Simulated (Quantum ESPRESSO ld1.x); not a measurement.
The numbers below are computed, except where a source is named.
Problem. The arsenic ion As3+, configuration [Ar] 3d10 4s2 (the NIST ground configuration). Level of theory: Dirac Kohn-Sham, PBE, spin-unpolarised, spherical densities, point nucleus (ld1.x of Quantum ESPRESSO 7.5). Some entries of the table are withheld. Estimate them.

orbital  occ.  eigenvalue (hartree)  <r> (bohr)
1s1/2       2              -431.841     0.04549
2s1/2       2              -55.8866      0.2025
2p1/2       2              -50.0676         (1)
2p3/2       4              -48.7236         (2)
3s1/2       2              -8.25581      0.5979
3p1/2       2              -6.29993         (3)
3p3/2       4              -6.11515         (4)
3d3/2       4              -2.76877         (5)
3d5/2       6              -2.74178         (6)
4s1/2       2              -1.63259       1.743

Solution. 
(1) 2p1/2 <r> (bohr): 0.1746
(2) 2p3/2 <r> (bohr): 0.1783
(3) 3p1/2 <r> (bohr): 0.6095
(4) 3p3/2 <r> (bohr): 0.6200
(5) 3d3/2 <r> (bohr): 0.6695
(6) 3d5/2 <r> (bohr): 0.6740
